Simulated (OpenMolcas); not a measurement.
## Ni2+: effect of the active space

```
Program             : OpenMolcas 26.06
Method              : MS-CASPT2 or its RAS form, IPEA 0.25 Eh, imaginary shift 0.1 Eh
Basis               : ANO-RCC-VTZP
Scalar Hamiltonian  : DKH2, point nucleus
Spin-orbit coupling : state interaction with AMFI integrals over the reference wave functions, term energies averaged over their components
```

A. 8 electrons in 6 orbitals (3d 4s); 2S+1 = 5 even, 10 roots; 2S+1 = 3 even, 55 roots; 2S+1 = 1 even, 50 roots; closed shells correlated: 3s 3p; CASPT2 step roughly 80 core-seconds
B. 8 electrons in 9 orbitals (RAS2 3d 4s; RAS3 4p, at most 2 electrons); 2S+1 = 3 even, 55 roots; 2S+1 = 5 even, 10 roots kept (CI in the orbitals of an earlier block); 2S+1 = 1 even, 50 roots kept (CI in the orbitals of an earlier block); 2S+1 = 3 odd, 54 roots; 2S+1 = 5 odd, 30 roots kept (CI in the orbitals of an earlier block); 2S+1 = 1 odd, 27 roots kept (CI in the orbitals of an earlier block, 20 in the spin-orbit step); closed shells correlated: 3s 3p; CASPT2 step roughly 10 core-minutes

Energies in cm⁻¹ above 3d⁸ ³F₄, the measured ground level; measured values from Corliss and Sugar, J. Phys. Chem. Ref. Data 10, 197 (1981).

```csv
Level,A,B,Measured
3d⁸ ³F₄,0.0,0.0,0.0
3d⁸ ³F₃,1446,1450,1361
3d⁸ ³F₂,2400,2410,2270
3d⁸ ¹D₂,13180,13130,14032
3d⁸ ³P₂,16710,16520,16662
3d⁸ ³P₁,17090,16880,16978
3d⁸ ³P₀,17360,17150,17231
3d⁸ ¹G₄,22810,22750,23109
3d⁸ ¹S₀,52130,51520,52532
3d⁷ 4s ⁵F₅,55000,53730,53704
3d⁷ 4s ⁵F₄,55900,54620,54658
3d⁷ 4s ⁵F₃,56630,55330,55406
3d⁷ 4s ⁵F₂,57170,55860,55952
3d⁷ 4s ⁵F₁,57520,56200,56308
3d⁷ 4s ³F₄(1),60300,60590,
3d⁷ 4s ³F₃(1),61510,61800,
3d⁷ 4s ³F₂(1),62340,62640,
3d⁷ 4s ⁵P₃,72960,71710,71067
3d⁷ 4s ⁵P₂,73190,72010,71384
3d⁷ 4s ⁵P₁,73700,72470,71842
3d⁷ 4s ³G₅,75000,75260,75124
3d⁷ 4s ³G₄,75450,75750,75647
3d⁷ 4s ³G₃,76040,76310,76237
3d⁷ 4s ¹G₄,77890,79020,79250
```

Deviations, from unrounded energies. A percentage is the sum of absolute deviations over the sum of measured energies, with the sign that they share, or ± where signs differ.

```json
{"Against measurement": "mean absolute deviation (cm-1)", "Levels": "20", "A": "780", "B": "280"}
{"Against measurement": "fine structure of the ground term (%)", "Levels": "2", "A": "+6.1", "B": "+6.3"}
{"Against measurement": "other terms of the ground configuration (%)", "Levels": "6", "A": "±1.3", "B": "-1.8"}
{"Against measurement": "other configurations (%)", "Levels": "12", "A": "±1.7", "B": "±0.3"}
```

B lies closest to measurement on these levels. The largest miss of B in the table is 3d⁸ ¹S₀, by -1000 cm-1. The ranking rests on the paired levels alone, and a cruder setting can come out closer through cancelling errors.

The two smallest mean deviations differ by little beside CASPT2's spread within terms, so their order carries little weight.

Between A and B the level of the table that moves most is 3d⁷ 4s ⁵F₁, by 1300 cm-1 (lowest in B, highest in A). Moves below CASPT2's spread within the term are not significant.

Term energies are means over components that CASPT2 splits; among the terms shown or strongly mixed into the levels shown the widest spread is 2600 cm-1 (3d⁸ ³F, B). A single d shell beside an s shell can misplace configurations of different d count against each other. Some levels mix across a computed gap that differs much from the measured one, so their mixing is not that of the real levels (holds for A). Some high roots are left out of the spin-orbit mixing, which shifts the levels that they would mix with (holds for B). Terms from blocks run as CI alone lack orbitals of their own (holds for B). Measured partners are found by configuration, term and J. A level has none where our copy of the source lacks it or the pairing is in doubt (some pairs that miss far off the trend of their configuration count as doubtful), and it then counts in no deviation. Levels of configurations outside the active space are missing. Levels that lie high or do not pair safely by name in every column are left out.

A number in round brackets counts repeated terms of one configuration in the order of the reference energies.
